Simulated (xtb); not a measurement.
CHN, charge +1, doublet, at a GFN2-xTB geometry (a state made from the parent by changing its charge; the spin is typed, not shown lowest); xtb 6.7.1 with GFN2-xTB with ALPB(benzene).

xtb was given this input:
```
$ xtb mol.xyz --gfn 2 --chrg 1 --uhf 1 --alpb benzene --json

# file mol.xyz
3

C     -0.00000000    -0.00000000    -0.72004593
N      0.00000000     0.00000000     0.40993120
H      0.00000000     0.00000000     1.45075717
```

Output, abridged:

```
   ID    Z sym.   atoms
    1    6 C      1
    2    7 N      2
    3    1 H      3

           -------------------------------------------------
          |                Calculation Setup                |
           -------------------------------------------------

           -------------------------------------------------
          |                 G F N 2 - x T B                 |
           -------------------------------------------------

      * Solvation model:               ALPB
        Solvent                        benzene
        Parameter file                 internal GFN2-xTB/ALPB
        Dielectric constant                7.0000E+00
        Reference state                gsolv [1 M gas/solution]
        Free energy shift                  4.6744E-03 Eh       2.9333E+00 kcal/mol
        Temperature                        2.9815E+02 K
        Density                            8.6700E-01 kg/L
        Solvent mass                       7.8110E+01 g/mol
        Interaction kernel             P16
        Born radius scaling (c1)           1.6914E+00
        Born radii integrator          GBOBC
        Born offset                        0.0000E+00 a0       0.0000E+00 AA
        H-bond correction              false
        Ion screening                  false
        Surface tension                    1.0000E-05 Eh       1.5569E+01 dyn/cm
        Grid points                               230 per atom

          ...................................................
          :                      SETUP                      :
          :.................................................:
          :  # basis functions                   9          :
          :  # atomic orbitals                   9          :
          :  # shells                            5          :
          :  # electrons                         9          :
          :  max. iterations                   250          :
          :  Hamiltonian                  GFN2-xTB          :
          :  restarted?                      false          :
          :  GBSA solvation                   true          :
          :  PC potential                    false          :
          :  electronic temp.          300.0000000     K    :
          :  accuracy                    1.0000000          :
          :  -> integral cutoff          0.2500000E+02      :
          :  -> integral neglect         0.1000000E-07      :
          :  -> SCF convergence          0.1000000E-05 Eh   :
          :  -> wf. convergence          0.1000000E-03 e    :
          :  Broyden damping             0.4000000          :
          :  net charge                          1          :
          :  unpaired electrons                  1          :
          ...................................................

 iter      E             dE          RMSdq      gap      omega  full diag
   1     -4.8007125 -0.480071E+01  0.131E+01    6.70       0.0  T
   2     -4.8542657 -0.535531E-01  0.104E+01    5.01       1.0  T
   3     -5.0761677 -0.221902E+00  0.469E+00    5.45       1.0  T
   4     -5.0410911  0.350766E-01  0.335E+00    5.35       1.0  T
   5     -5.0774240 -0.363329E-01  0.392E-01    5.22       1.0  T
   6     -5.0773489  0.750922E-04  0.236E-01    5.26       1.0  T
   7     -5.0774759 -0.127027E-03  0.101E-01    5.24       1.0  T
   8     -5.0775047 -0.287339E-04  0.359E-02    5.24       1.6  T
   9     -5.0775081 -0.342920E-05  0.762E-03    5.24       7.6  T
  10     -5.0775083 -0.189294E-06  0.605E-04    5.24      95.4  T
  11     -5.0775083 -0.678512E-09  0.994E-05    5.24     580.6  T

   *** convergence criteria satisfied after 11 iterations ***

         :::::::::::::::::::::::::::::::::::::::::::::::::::::
         ::                     SUMMARY                     ::
         :::::::::::::::::::::::::::::::::::::::::::::::::::::
         :: total energy              -4.950166536662 Eh    ::
         :: total w/o Gsasa/hb        -4.948078992953 Eh    ::
[...]
         ::.................................................::
         :: SCC energy                -5.077508280644 Eh    ::
         :: -> isotropic ES            0.184325382432 Eh    ::
         :: -> anisotropic ES         -0.030659398743 Eh    ::
         :: -> anisotropic XC          0.025171089265 Eh    ::
         :: -> dispersion             -0.000328127621 Eh    ::
         :: -> Gsolv                  -0.095580412901 Eh    ::
         ::    -> Gelec               -0.093492869193 Eh    ::
         ::    -> Gsasa               -0.006761992335 Eh    ::
         ::    -> Ghb                  0.000000000000 Eh    ::
         ::    -> Gshift               0.004674448626 Eh    ::
         :: repulsion energy           0.127341743982 Eh    ::
         :: add. restraining           0.000000000000 Eh    ::
         :: total charge               1.000000000000 e     ::
         :::::::::::::::::::::::::::::::::::::::::::::::::::::

           -------------------------------------------------
          |                Property Printout                |
           -------------------------------------------------

    * Orbital Energies and Occupations

         #    Occupation            Energy/Eh            Energy/eV
      -------------------------------------------------------------
         1        2.0000           -0.8543298             -23.2475
         2        2.0000           -0.7497647             -20.4021
         3        2.0000           -0.7134926             -19.4151
         4        2.0000           -0.7134926             -19.4151
         5        1.0000           -0.6181926             -16.8219 (HOMO)
         6                         -0.4255848             -11.5808 (LUMO)
         7                         -0.4255848             -11.5808
         8                         -0.1159621              -3.1555
         9                          0.9460645              25.7437
      -------------------------------------------------------------
                  HL-Gap            0.1926078 Eh            5.2411 eV
             Fermi-level           -0.5938656 Eh          -16.1599 eV

     #   Z          covCN         q      C6AA      α(0)
     1   6 C        0.911     0.324    27.203     8.729
     2   7 N        1.768     0.208    18.368     6.346
     3   1 H        0.858     0.468     0.373     0.956

 Mol. C6AA /au·bohr⁶  :        101.906751
 Mol. C8AA /au·bohr⁸  :       2521.874564
 Mol. α(0) /au        :         16.031319

Wiberg/Mayer (AO) data.
largest (>0.10) Wiberg bond orders for each atom

 ---------------------------------------------------------------------------
     #   Z sym  total        # sym  WBO       # sym  WBO       # sym  WBO
 ---------------------------------------------------------------------------
     1   6 C    3.100 --     2 N    3.031
     2   7 N    3.737 --     1 C    3.031     3 H    0.706
     3   1 H    0.775 --     2 N    0.706
 ---------------------------------------------------------------------------

Topologies differ in total number of bonds
Writing topology from bond orders to xtbtopo.mol

molecular dipole:
                 x           y           z       tot (Debye)
 q only:        0.000       0.000       1.005
   full:       -0.000       0.000       0.775       1.970
molecular quadrupole (traceless):
                xx          xy          yy          xz          yz          zz
 q only:       -2.122       0.000      -2.122       0.000       0.000       4.245
  q+dip:       -3.531       0.000      -3.531       0.000      -0.000       7.061
   full:       -2.669      -0.000      -2.669       0.000      -0.000       5.339

           -------------------------------------------------
          | TOTAL ENERGY               -4.950166536662 Eh   |
          | GRADIENT NORM               0.003635519521 Eh/α |
          | HOMO-LUMO GAP               5.241124971910 eV   |
           -------------------------------------------------

normal termination of xtb
```
